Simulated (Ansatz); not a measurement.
Reaction (hydrogenolysis of the Al–N bond): `[NH2][Al]([F])[PH2]` + H₂ → `[F][AlH][PH2]` + NH₃

Program: Ansatz. Geometries: PBE0-D4/def2-TZVP. ΔE: electronic, gas phase. CBS: MP2 limit from def2 TZ/QZ plus the TZ coupled-cluster correction, frozen cores. This one scheme is used for every species. Functionals use def2-TZVPP. One conformer a species, not always the lowest.

CCSD(T)/CBS gives +0.80 eV.

(1) Another level gave +0.72 eV. Which?
A. r2SCANh-D4/def2-TZVPP
B. revPBE-D4/def2-TZVPP
C. HF/def2-TZVPP
D. BHLYP/def2-TZVPP

Largest T1 diagnostic among the species: 0.014.

Answers

(1) D. BHLYP 0.72, r2SCANh-D4 0.82, revPBE-D4 0.77, HF/def2-TZVPP 0.63 eV.

In def2-TZVPP, CCSD(T) changes the Hartree–Fock value by +0.15 eV (the triples alone add +0.03 eV) and MP2 by +0.22 eV. At CCSD(T), def2-SVP lies −0.07 eV from the extrapolated value and def2-TZVPP −0.02 eV. From r2SCAN to r2SCAN0 (25 % exact exchange), in def2-TZVPP and without D4, ΔE moves by −0.03 eV.
